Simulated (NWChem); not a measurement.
System: SbBr2 cation; SMILES [Br][Sb+][Br]

Program: NWChem. Geometry: optimised at PBE-D3(BJ)/def2-SVP. def2 effective core potentials on Sb; no spin-orbit coupling.

Q: Estimate the computed values for BLYP/def2-SVP. Quantities: highest occupied level (eV); orbital gap (eV).

A: 
* **highest occupied level (eV)**: -12.45
* **orbital gap (eV)**: 1.99
